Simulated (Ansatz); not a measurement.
`N[C@H]1O[Si@@H]1[SiH3]` + `[OH][GeH]([F])[F]` → `[F][GeH]([F])[O][SiH3]` + `NC1O[SiH2]1`  (cleavage of the Si–Si bond)

Computed with Ansatz on PBE0-D4/def2-TZVP structures; ΔE is electronic, products minus reactants. CBS: MP2 limit from def2 TZ/QZ plus the TZ coupled-cluster correction, frozen cores. DFT in def2-TZVPP. B3LYP here is the variant with VWN-RPA as its local correlation; programs differ in this. HSE06 is defined as in plane-wave codes. For Ge outer-core shells are correlated without core-valence functions, which leaves a few kJ/mol of doubt a bond. Scalar relativity is left out up to krypton. Each species was taken in one conformer, which may not be the lowest.

```tsv
level	ΔE (kcal/mol)	difference from CCSD(T)/CBS
LDA (SPW92)	-15.8	6.9
revPBE-D4	-15.6	7.1
BLYP-D4	-20.5	2.2
r2SCAN-D4	-20.4	2.3
B97M-V	-20.8	1.9
PBE0-D4	-17.9	4.8
B3LYP-D4	-22.2	0.5
r2SCANh-D4	-20.9	1.8
r2SCAN0-D4	-21.5	1.2
HSE06-D4	-17.8	4.9
BHLYP-D4	-25.3	-2.6
CAM-B3LYP-D4	-23.9	-1.2
ωB97X-V	-22.0	0.7
ωB97M-V	-23.1	-0.4
B2PLYP	-23.5	-0.8
PBE-QIDH	-21.5	1.2
revPBE	-15.3	7.4
BLYP	-20.6	2.1
PBE0	-18.0	4.7
B3LYP	-22.3	0.4
r2SCANh	-20.9	1.8
r2SCAN0	-21.6	1.1
HSE06	-17.9	4.8
BHLYP	-25.5	-2.8
CAM-B3LYP	-24.0	-1.3
LC-ωPBE	-20.4	2.3
RPA@PBE/def2-TZVPP	-23.3	-0.6
HF/def2-SVP	-27.8	-5.1
MP2/def2-SVP	-23.5	-0.8
CCSD/def2-SVP	-22.9	-0.2
CCSD(T)/def2-SVP	-22.1	0.6
HF/def2-TZVPP	-29.6	-6.9
MP2/def2-TZVPP	-24.4	-1.7
SCS-MP2/def2-TZVPP	-25.7	-3.0
CCSD/def2-TZVPP	-23.7	-1.0
CCSD(T)/def2-TZVPP	-22.7	0.0
HF/def2-QZVPP	-30.2	-7.5
MP2/def2-QZVPP	-24.6	-1.9
SCS-MP2/def2-QZVPP	-25.8	-3.1
CCSD/CBS(def2)	-23.7	-1.0
CCSD(T)/CBS	-22.7	0
```

Largest T1 diagnostic among the species: 0.015.

From PBE to PBE0 (25 % exact exchange), in def2-TZVPP and without D4, ΔE moves by −2.4 kcal/mol. Leaving LDA and LC-ωPBE aside and taking each functional with its dispersion term where it has one, the values, not all of them listed here, spread over 9.9 kcal/mol, from BHLYP-D4 to PBE-D4.
